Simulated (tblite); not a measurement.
Record of a relaxation.

Compound: C5H10BrFSi2.
SMILES with atom numbers: `[CH:1]#[C:2][C@:3]([CH2:4][F:5])([CH2:6][Br:7])[SiH2:8][SiH3:9]` (hydrogens: H10 on C1; H11, H12 on C4; H13, H14 on C6; H15, H16 on Si8; H17, H18, H19 on Si9)

Computed with GFN2-xTB (tblite), gas phase: L-BFGS steps from a force-field or distance-geometry start until the largest atomic force falls under 0.01 eV/Å. 5 of its 111 geometries are shown.

Step 0: E = -761.6498 eV, largest atomic force 3.321 eV/Å
```
atom  x, y, z in Å  |  force x, y, z in eV/Å
C1     -3.003    0.600   -1.240   -2.017   0.621  -0.899
C2     -1.974    0.276   -0.751    2.800  -1.057   1.440
C3     -0.674   -0.158   -0.110   -1.192   1.109  -0.732
C4     -0.353   -1.584   -0.570   -0.501  -0.019   0.538
F5      0.754   -2.031    0.103    0.206  -0.068  -0.080
C6     -0.765   -0.032    1.422    0.335   0.174  -0.259
Br7    -2.155   -1.141    2.224   -0.184  -0.160  -0.024
Si8     0.713    1.092   -0.790   -0.082   0.039   0.031
Si9     2.782    0.553    0.075    0.223  -0.168   0.233
H10    -3.943    0.896   -1.672    0.833  -0.240   0.363
H11    -1.166   -2.296   -0.346    0.052   0.186   0.168
H12    -0.155   -1.662   -1.635    0.159   0.228  -0.219
H13    -1.003    0.990    1.757    0.079  -0.280  -0.381
H14     0.170   -0.344    1.915   -0.258   0.031  -0.333
H15     0.722    1.026   -2.281   -0.279  -0.014   0.432
H16     0.324    2.471   -0.375   -0.145  -0.415  -0.171
H17     3.268   -0.735   -0.463   -0.011   0.284   0.190
H18     3.762    1.606   -0.280   -0.183  -0.241   0.119
H19     2.686    0.482    1.563    0.164  -0.009  -0.416
```

Step 28: E = -761.9046 eV, largest atomic force 0.096 eV/Å
```
atom  x, y, z in Å  |  force x, y, z in eV/Å
C1     -2.967    0.603   -1.220   -0.017  -0.013   0.004
C2     -1.922    0.261   -0.746    0.046   0.017  -0.012
C3     -0.675   -0.131   -0.128    0.006  -0.016  -0.020
C4     -0.355   -1.560   -0.552   -0.015   0.022  -0.009
F5      0.877   -1.938   -0.065   -0.018  -0.007  -0.020
C6     -0.787   -0.019    1.379    0.032   0.044  -0.043
Br7    -2.258   -1.086    2.130   -0.014  -0.029   0.009
Si8     0.733    1.069   -0.758   -0.057  -0.060   0.049
Si9     2.816    0.528    0.102    0.007  -0.010  -0.002
H10    -3.887    0.887   -1.636    0.010   0.007  -0.006
H11    -1.085   -2.284   -0.168    0.023   0.038   0.016
H12    -0.307   -1.631   -1.643    0.002  -0.047   0.004
H13    -1.004    1.007    1.671    0.013   0.028   0.043
H14     0.118   -0.368    1.875   -0.018  -0.016  -0.009
H15     0.583    0.988   -2.218    0.011  -0.010   0.008
H16     0.205    2.389   -0.383    0.003   0.024   0.005
H17     3.351   -0.727   -0.414    0.022  -0.008  -0.044
H18     3.755    1.599   -0.246   -0.012   0.011   0.005
H19     2.799    0.422    1.564   -0.025   0.025   0.022
```

Step 55: E = -761.9113 eV, largest atomic force 0.036 eV/Å
```
atom  x, y, z in Å  |  force x, y, z in eV/Å
C1     -2.958    0.610   -1.237    0.006   0.008  -0.007
C2     -1.915    0.273   -0.753    0.001  -0.005   0.015
C3     -0.679   -0.138   -0.128    0.014   0.002   0.004
C4     -0.384   -1.574   -0.541    0.005   0.008   0.003
F5      0.885   -1.934   -0.139    0.001  -0.008  -0.003
C6     -0.782   -0.025    1.379   -0.002  -0.002  -0.005
Br7    -2.288   -1.052    2.132    0.016   0.010  -0.005
Si8     0.738    1.047   -0.757   -0.009  -0.028   0.021
Si9     2.828    0.543    0.106   -0.006   0.004  -0.003
H10    -3.864    0.908   -1.671   -0.012   0.004   0.000
H11    -1.077   -2.285   -0.077    0.012   0.002  -0.013
H12    -0.417   -1.686   -1.629   -0.001   0.006   0.005
H13    -0.959    1.003    1.693    0.015  -0.004  -0.014
H14     0.112   -0.418    1.864   -0.017   0.009   0.004
H15     0.599    0.966   -2.217    0.003  -0.023  -0.011
H16     0.215    2.373   -0.394   -0.009   0.020   0.009
H17     3.422   -0.663   -0.464    0.000   0.010  -0.006
H18     3.720    1.670   -0.185   -0.006  -0.004   0.000
H19     2.795    0.392    1.565   -0.010  -0.009   0.005
```

Step 82: E = -761.9142 eV, largest atomic force 0.027 eV/Å
```
atom  x, y, z in Å  |  force x, y, z in eV/Å
C1     -2.950    0.639   -1.225    0.003   0.001   0.004
C2     -1.917    0.277   -0.741   -0.002  -0.010   0.002
C3     -0.680   -0.145   -0.125    0.017   0.007   0.001
C4     -0.388   -1.581   -0.537    0.000   0.000   0.002
F5      0.894   -1.930   -0.166   -0.009  -0.005  -0.005
C6     -0.765   -0.024    1.382    0.005   0.009  -0.003
Br7    -2.284   -1.018    2.151    0.012   0.012  -0.002
Si8     0.733    1.025   -0.785    0.009  -0.020   0.015
Si9     2.811    0.553    0.120    0.010   0.008   0.000
H10    -3.854    0.955   -1.653   -0.013  -0.001  -0.001
H11    -1.064   -2.295   -0.053    0.005  -0.001  -0.007
H12    -0.448   -1.696   -1.624   -0.004  -0.009   0.002
H13    -0.913    1.010    1.691   -0.016  -0.004   0.000
H14     0.124   -0.432    1.862   -0.006   0.000  -0.010
H15     0.623    0.865   -2.242   -0.007   0.003  -0.002
H16     0.191    2.360   -0.490    0.004   0.015   0.000
H17     3.473   -0.576   -0.528   -0.003   0.018   0.007
H18     3.657    1.739   -0.052    0.001  -0.014   0.002
H19     2.746    0.282    1.561   -0.006  -0.006  -0.006
```

Step 110: E = -761.9153 eV, largest atomic force 0.007 eV/Å
```
atom  x, y, z in Å  |  force x, y, z in eV/Å
C1     -2.962    0.639   -1.205    0.005  -0.005  -0.001
C2     -1.919    0.276   -0.743   -0.006   0.000  -0.004
C3     -0.677   -0.144   -0.136    0.004   0.002   0.005
C4     -0.394   -1.585   -0.539   -0.002   0.005   0.001
F5      0.895   -1.932   -0.191    0.001   0.003  -0.004
C6     -0.757   -0.007    1.371    0.000  -0.003   0.003
Br7    -2.266   -1.001    2.159    0.005   0.004   0.000
Si8     0.743    1.012   -0.804   -0.006  -0.001   0.002
Si9     2.809    0.552    0.133    0.004  -0.001  -0.002
H10    -3.874    0.952   -1.619   -0.006   0.001  -0.004
H11    -1.060   -2.295   -0.036   -0.004   0.000   0.002
H12    -0.476   -1.710   -1.623    0.004  -0.003  -0.001
H13    -0.912    1.028    1.668    0.001  -0.005  -0.002
H14     0.136   -0.406    1.851   -0.001   0.002   0.002
H15     0.637    0.834   -2.259    0.001   0.000   0.001
H16     0.206    2.355   -0.531    0.001   0.004   0.000
H17     3.518   -0.522   -0.556   -0.003  -0.001   0.000
H18     3.632    1.762    0.050    0.001   0.002   0.001
H19     2.712    0.200    1.554    0.001  -0.004   0.002
```

Q: Summarise the path.

A: The energy falls by 25.62 kJ/mol from step 0 to step 110; nine tenths of that is first reached at step 14. It rises by more than 0.2 meV at step 1. The largest force goes from 3.321 to 0.007 eV/Å. Among the bonds C2–C3 changes most, from 1.514 to 1.445 Å; the atoms move by 0.214 Å rms after alignment.

Q: Follow the three bonds and two angles with the largest change from start to end.

A: 
```
step  E above end (kJ/mol)  largest force (eV/Å)  C2–C3 (Å)  C3–Si8 (Å)  C1–H10 (Å)  C3–Si8–H15 (°)  C3–Si8–H16 (°)
   0                 25.62                 3.321      1.514       1.986       1.076           108.6           107.7
   5                  7.95                 0.511      1.444       1.966       1.044           106.8           106.0
  10                  3.71                 0.152      1.444       1.948       1.050           104.5           104.7
  14                  2.53                 0.088      1.446       1.946       1.048           102.1           102.8
  19                  2.11                 0.084      1.445       1.946       1.049           101.8           102.4
  24                  1.52                 0.123      1.445       1.942       1.049           102.6           102.6
  29                  0.95                 0.070      1.446       1.954       1.048           102.3           102.3
  33                  0.75                 0.043      1.446       1.948       1.049           102.4           102.5
  38                  0.67                 0.037      1.445       1.950       1.048           102.2           102.4
  43                  0.57                 0.035      1.445       1.949       1.049           102.3           102.4
  48                  0.50                 0.028      1.446       1.949       1.049           102.5           102.2
  53                  0.42                 0.043      1.446       1.951       1.049           102.6           102.1
  57                  0.36                 0.029      1.445       1.950       1.049           102.7           102.1
  62                  0.30                 0.022      1.445       1.950       1.049           102.4           102.1
  67                  0.26                 0.022      1.446       1.949       1.049           102.3           102.1
  72                  0.23                 0.022      1.445       1.949       1.048           102.3           101.9
  77                  0.17                 0.030      1.445       1.948       1.049           102.5           101.8
  81                  0.11                 0.025      1.445       1.949       1.048           102.5           102.1
  86                  0.08                 0.016      1.445       1.949       1.049           102.4           102.2
  91                  0.06                 0.017      1.445       1.950       1.048           102.2           102.4
  96                  0.04                 0.019      1.445       1.950       1.049           102.2           102.4
 100                  0.02                 0.013      1.445       1.950       1.049           102.1           102.4
 105                  0.01                 0.011      1.445       1.949       1.049           102.3           102.3
 110                  0.00                 0.007      1.445       1.950       1.048           102.4           102.2
```

What follows is the cost of the whole relaxation. On one thread of an Arm Neoverse V1 (shared host), this took 1.1 s wall.
